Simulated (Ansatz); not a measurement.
Relaxation of CH6BFSi (10 atoms, charge 0, multiplicity 1), to a largest force component of 0.02 eV/Å in at most 50 steps.

Theory: RKS PBE0-D4/def2-SVP in Ansatz 0.2.0.

```xyz
10
Properties=species:S:1:pos:R:3:forces:R:3
C -1.121 0.945 0.021 -1.44 2.06 -1.49
B -0.093 0.095 -0.736 -0.39 0.81 -0.14
Si 1.078 -1.032 0.273 2.85 0.61 2.09
F 2.098 -0.070 1.332 -1.75 -1.41 -1.58
H -1.850 0.331 0.574 0.19 0.01 0.33
H -0.659 1.713 0.694 -0.11 -0.70 0.00
H -1.731 1.565 -0.734 0.54 -0.69 1.03
H 0.026 0.137 -1.920 -0.12 0.00 -0.51
H 0.327 -1.984 1.107 -0.16 -0.31 0.34
H 2.009 -1.751 -0.608 0.39 -0.37 -0.08
```

Where does it end, and by what steps?

The forces met the threshold. After 15 steps the energy has fallen by 0.587 eV; H8 moved furthest, 1.00 Å.

```
step  energy less start (eV)  largest force component (eV/Å)  accepted
   0                  0.0000                           2.852       yes
   1                 -0.3651                           1.725       yes
   2                 -0.4700                           0.500       yes
   3                 -0.4883                           0.143       yes
   4                 -0.4986                           0.177       yes
   5                 -0.5235                           0.205       yes
   6                 -0.5388                           0.353       yes
   7                 -0.5640                           0.199       yes
   8                 -0.5751                           0.231       yes
   9                 -0.5816                           0.132       yes
  10                 -0.5749                           0.515        no
  11                 -0.5856                           0.049       yes
  12                 -0.5859                           0.076       yes
  13                 -0.5864                           0.021       yes
  14                 -0.5865                           0.024       yes
  15                 -0.5866                           0.017       yes
```

```xyz
10
Properties=species:S:1:pos:R:3
C -1.008 1.183 -0.067
B -0.306 -0.070 -0.657
Si 1.157 -1.066 0.299
F 1.575 -0.294 1.682
H -1.909 0.744 0.418
H -0.458 1.710 0.726
H -1.397 1.890 -0.815
H -0.691 -0.529 -1.713
H 0.728 -2.451 0.674
H 2.391 -1.170 -0.544
```

Whether the end is a true minimum wasn't checked by a vibrational analysis.

Run time: 25 s on 2 threads of Intel(R) Xeon(R) Platinum 8488C (Sapphire Rapids) (shared host), peak memory 0.19 GiB.
